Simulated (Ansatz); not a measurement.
Molecule: C3H3, net charge 0, doublet state. It need not be the lowest isomer of its formula. 
Coordinates optimised at B3LYP-D3(BJ)/def2-TZVP (Ansatz, a program for electronic structure):
SMILES: [CH]1[CH][CH]1
```xyz
6

C      0.0286     0.7740    -0.0493
C     -0.7338    -0.4315     0.2393
C      0.6852    -0.3567    -0.0746
H      0.0445     1.8447    -0.1540
H     -1.5455    -0.8902    -0.3235
H      1.6206    -0.8695    -0.2148
```
Charge 0, spin multiplicity 2.

Basis-set convergence of Hartree-Fock and CCSD correlation energies (hartree) with Ansatz. Correlated levels leave the core frozen unless marked. Open shells are spin-unrestricted. No spin-orbit coupling. No relativistic terms.

```csv
basis,functions,E(HF),"E(corr, CCSD)"
aug-cc-pVDZ,96,-115.20764,-0.40678
aug-cc-pVTZ,207,[?],[?]
```

Question: What belongs in the gaps?

Answer: 
- aug-cc-pVTZ, E(HF): -115.23593
- aug-cc-pVTZ, E(corr, CCSD): -0.47588
